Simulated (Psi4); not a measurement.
HP2 (SMILES P#[PH+]), charge +1, singlet, geometry from GFN2-xTB; B97M-V/STO-3G in Psi4.

The Psi4 input:
```
memory 2 GB

molecule {
1 1
  P    -0.00000000   -0.00000000   -1.02596741
  P     0.00000000    0.00000000    0.87502951
  H     0.00000000    0.00000000    2.26406841
}

set basis sto-3g
set scf_type pk
set puream true
set d_convergence 1e-8
set dft_radial_points 99
set dft_spherical_points 590

energy('b97m-v')
print_variables()
```

Output, abridged:

```
   => Loading Basis Set <=

    Name: STO-3G
    Role: ORBITAL
    Keyword: BASIS

         ---------------------------------------------------------
                                   SCF
               by Justin Turney, Rob Parrish, Andy Simmonett
                          and Daniel G. A. Smith
                              RKS Reference
         ---------------------------------------------------------

  ==> Geometry <==

    Molecular point group: c2v
    Full point group: C_inf_v

    Geometry (in Angstrom), charge = 1, multiplicity = 1:

       Center              X                  Y                   Z               Mass
    ------------   -----------------  -----------------  -----------------  -----------------
         P            0.000000000000     0.000000000000    -0.987951104638    30.973761998420
         P            0.000000000000     0.000000000000     0.913045815362    30.973761998420
         H            0.000000000000     0.000000000000     2.302084715362     1.007825032230

  Running in c2v symmetry.

  Rotational constants: A = ************  B =      0.27458  C =      0.27458 [cm^-1]
  Rotational constants: A = ************  B =   8231.69507  C =   8231.69507 [MHz]
  Nuclear repulsion =   70.759991635559643

  Charge       = 1
  Multiplicity = 1
  Electrons    = 30
  Nalpha       = 15
  Nbeta        = 15

  ==> Algorithm <==

  SCF Algorithm Type is PK.
  DIIS enabled.
  MOM disabled.
  Fractional occupation disabled.
  Guess Type is SAD.
  Energy threshold   = 1.00e-06
  Density threshold  = 1.00e-08
  Integral threshold = 1.00e-12

  ==> Primary Basis <==

  Basis Set: STO-3G
    Blend: STO-3G
    Number of shells: 11
    Number of basis functions: 19
    Number of Cartesian functions: 19
    Spherical Harmonics?: true
    Max angular momentum: 1

  ==> DFT Potential <==

   => LibXC <=

    Version 7.1.2
    S. Lehtola, C. Steigemann, M. J. T. Oliveira, and M. A. L. Marques,  SoftwareX 7, 1–5 (2018) (10.1016/j.softx.2017.11.002)

   => Composite Functional: B97M-V <=

    B97M-V GGA Exchange-Correlation Functional

    N. Mardirossian and M. Head-Gordon,  J. Chem. Phys. 142, 074111 (2015) (10.1063/1.4907719)

    Deriv               =              1
    GGA                 =           TRUE
    Meta                =           TRUE

    Exchange Hybrid     =          FALSE
    MP2 Hybrid          =          FALSE

   => Exchange-Correlation Functionals <=

    1.0000   B97M-V exchange-correlation functional

[...]
   @RKS iter   5:  -675.21234079184319   -3.65733e-05   2.44094e-04 ADIIS/DIIS
   @RKS iter   6:  -675.21234755481089   -6.76297e-06   4.34647e-05 DIIS
   @RKS iter   7:  -675.21234776821439   -2.13403e-07   2.75059e-06 DIIS
   @RKS iter   8:  -675.21234776907386   -8.59472e-10   4.95419e-08 DIIS
   @RKS iter   9:  -675.21234776907477   -9.09495e-13   1.52820e-09 DIIS
  Energy and wave function converged.

  ==> Post-Iterations <==

   Electrons on quadrature grid:
      Ntotal   =   29.9999999604 ; deviation = -3.961e-08

    Orbital Energies [Eh]
    ---------------------

    Doubly Occupied:

[...]
    Virtual:

[...]
      11A1     0.197151

    Final Occupation by Irrep:
             A1    A2    B1    B2
    DOCC [     9,    0,    3,    3 ]
    NA   [     9,    0,    3,    3 ]
    NB   [     9,    0,    3,    3 ]

  @RKS Final Energy:  -675.21234776907477

   => Energetics <=

    Nuclear Repulsion Energy =             70.7599916355596434
    One-Electron Energy =               -1070.1119422821273020
    Two-Electron Energy =                 370.6196074539622600
    DFT Exchange-Correlation Energy =     -46.6074285019076271
    Empirical Dispersion Energy =           0.0000000000000000
    VV10 Nonlocal Energy =                  0.1274239254383047
    Total Energy =                       -675.2123477690747677

Computation Completed

Properties will be evaluated at   0.000000,   0.000000,   0.000000 [a0]

Properties computed using the SCF density matrix

 Multipole Moments:

 ------------------------------------------------------------------------------------
     Multipole            Electronic (a.u.)      Nuclear  (a.u.)        Total (a.u.)
 ------------------------------------------------------------------------------------

 L = 1.  Multiply by 2.5417464519 to convert [e a0] to [Debye]
 Dipole X            :          0.0000000            0.0000000            0.0000000
 Dipole Y            :          0.0000000            0.0000000            0.0000000
 Dipole Z            :         -1.6331876            2.2270524            0.5938648
 Magnitude           :                                                    0.5938648

 ------------------------------------------------------------------------------------

  Variable Map:
  ----------------------------------------------------------------------------
[...]
  Array Variable Map:
  ----------------------------------------------------------------------------
[...]
[...]
```
